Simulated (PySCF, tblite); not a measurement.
CH8F2OSi3.
Structure used (GFN2-xTB), in Å, numbered top down from 1:
```xyz
15
CH8F2OSi3 angstrom
F     -0.9915    1.7866   -0.1601
C     -1.9717    0.9039    0.2678
Si    -1.7006   -0.8167   -0.5368
O     -0.2233   -1.3217   -0.1601
Si     1.3875   -1.2845    0.1533
Si     2.0598    0.9021    0.3825
F      3.6562    0.8083    0.6630
H     -2.9279    1.3542   -0.0058
H     -1.9009    0.8824    1.3584
H     -2.6409   -1.7584    0.0620
H     -1.7841   -0.6884   -1.9879
H      1.4894   -2.1305    1.3522
H      1.9645   -2.0334   -0.9724
H      1.9930    1.7723   -0.7886
H      1.5860    1.6318    1.5592
```

Jobs on this species (15 atoms, 82 electrons) with PySCF (density fitting) and tblite. Hardware of each: an Arm Neoverse V1 with one thread, shared host. The host was shared with other jobs, so the times are rough.

```
 level and settings                                                                                                  work  basis functions  SCF cycles  wall time
CAM-B3LYP/def2-SVPD  8 singlets by full TDDFT, 3 Tamm–Dancoff triplets, polarisability, density and orbital grids written              225           ?          ?
           GFN2-xTB                                                                                     L-BFGS relaxation                –           –          ?
           GFN2-xTB                                                                         Hessian by finite differences                –           –     0.59 s
      PBE0/pcSseg-1                                                               shieldings, charges and field gradients              180          13       23 s
```

Task: Fill in the missing figures.

Result: 
- CAM-B3LYP/def2-SVPD; 8 singlets by full TDDFT, 3 Tamm–Dancoff triplets, polarisability, density and orbital grids written: 60 s, 13 SCF cycles
- GFN2-xTB; L-BFGS relaxation: 1.1 s

Task: What do all jobs in the table cost together?

Result: About 85 s; the longest takes about 71 % of that, and about 100 times as long as the shortest.
